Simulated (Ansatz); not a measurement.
IrO₂. Charge 0, multiplicity 2. Geometry PBE0-D4/def2-TZVP.

```csv
atom,x (Å),y (Å),z (Å)
Ir1,-0.975,0.605,0.253
O2,0.498,-0.548,0.503
O3,0.476,-0.056,-0.756
```

In the def2 sets Ir takes a core potential; there is no spin–orbit coupling. The structure holds 1 bond(s) between oxygen atoms. Another isomer (doublet) lies 3.57 eV lower at PBE0-D4/def2-TZVP; other spin states weren't run for this one.

Q: Estimate the α-spin orbital energies around the gap (eV) in Ansatz with PBE-D4/def2-TZVP, r2SCAN-D4/def2-TZVP, r2SCANh-D4/def2-TZVP, PBE0-D4/def2-TZVP, r2SCAN0-D4/def2-TZVP.

A: 
```json
{"orbital": "HOMO−5", "PBE-D4/def2-TZVP": "-9.44", "r2SCAN-D4/def2-TZVP": "-9.63", "r2SCANh-D4/def2-TZVP": "-10.04", "PBE0-D4/def2-TZVP": "-10.48", "r2SCAN0-D4/def2-TZVP": "-10.63"}
{"orbital": "HOMO−4", "PBE-D4/def2-TZVP": "-7.35", "r2SCAN-D4/def2-TZVP": "-7.83", "r2SCANh-D4/def2-TZVP": "-8.49", "PBE0-D4/def2-TZVP": "-9.09", "r2SCAN0-D4/def2-TZVP": "-9.52"}
{"orbital": "HOMO−3", "PBE-D4/def2-TZVP": "-6.27", "r2SCAN-D4/def2-TZVP": "-6.65", "r2SCANh-D4/def2-TZVP": "-7.24", "PBE0-D4/def2-TZVP": "-7.86", "r2SCAN0-D4/def2-TZVP": "-8.19"}
{"orbital": "HOMO−2", "PBE-D4/def2-TZVP": "-5.64", "r2SCAN-D4/def2-TZVP": "-6.02", "r2SCANh-D4/def2-TZVP": "-6.63", "PBE0-D4/def2-TZVP": "-7.24", "r2SCAN0-D4/def2-TZVP": "-7.58"}
{"orbital": "HOMO−1", "PBE-D4/def2-TZVP": "-5.55", "r2SCAN-D4/def2-TZVP": "-5.95", "r2SCANh-D4/def2-TZVP": "-6.50", "PBE0-D4/def2-TZVP": "-7.05", "r2SCAN0-D4/def2-TZVP": "-7.35"}
{"orbital": "HOMO", "PBE-D4/def2-TZVP": "-5.42", "r2SCAN-D4/def2-TZVP": "-5.85", "r2SCANh-D4/def2-TZVP": "-6.47", "PBE0-D4/def2-TZVP": "-6.98", "r2SCAN0-D4/def2-TZVP": "-7.35"}
{"orbital": "LUMO", "PBE-D4/def2-TZVP": "-4.18", "r2SCAN-D4/def2-TZVP": "-3.90", "r2SCANh-D4/def2-TZVP": "-3.58", "PBE0-D4/def2-TZVP": "-3.26", "r2SCAN0-D4/def2-TZVP": "-3.13"}
{"orbital": "LUMO+1", "PBE-D4/def2-TZVP": "-3.90", "r2SCAN-D4/def2-TZVP": "-3.78", "r2SCANh-D4/def2-TZVP": "-3.37", "PBE0-D4/def2-TZVP": "-2.82", "r2SCAN0-D4/def2-TZVP": "-2.77"}
{"orbital": "LUMO+2", "PBE-D4/def2-TZVP": "-0.42", "r2SCAN-D4/def2-TZVP": "0.06", "r2SCANh-D4/def2-TZVP": "0.26", "PBE0-D4/def2-TZVP": "0.33", "r2SCAN0-D4/def2-TZVP": "0.52"}
{"orbital": "LUMO+3", "PBE-D4/def2-TZVP": "-0.26", "r2SCAN-D4/def2-TZVP": "0.07", "r2SCANh-D4/def2-TZVP": "0.48", "PBE0-D4/def2-TZVP": "0.71", "r2SCAN0-D4/def2-TZVP": "0.97"}
{"orbital": "LUMO+4", "PBE-D4/def2-TZVP": "0.77", "r2SCAN-D4/def2-TZVP": "1.29", "r2SCANh-D4/def2-TZVP": "1.89", "PBE0-D4/def2-TZVP": "2.39", "r2SCAN0-D4/def2-TZVP": "2.82"}
{"orbital": "LUMO+5", "PBE-D4/def2-TZVP": "1.59", "r2SCAN-D4/def2-TZVP": "2.29", "r2SCANh-D4/def2-TZVP": "2.50", "PBE0-D4/def2-TZVP": "2.57", "r2SCAN0-D4/def2-TZVP": "2.95"}
{"orbital": "β HOMO", "PBE-D4/def2-TZVP": "-5.30", "r2SCAN-D4/def2-TZVP": "-5.59", "r2SCANh-D4/def2-TZVP": "-6.07", "PBE0-D4/def2-TZVP": "-6.56", "r2SCAN0-D4/def2-TZVP": "-6.77"}
{"orbital": "β LUMO", "PBE-D4/def2-TZVP": "-4.49", "r2SCAN-D4/def2-TZVP": "-4.36", "r2SCANh-D4/def2-TZVP": "-3.93", "PBE0-D4/def2-TZVP": "-3.36", "r2SCAN0-D4/def2-TZVP": "-3.23"}
```
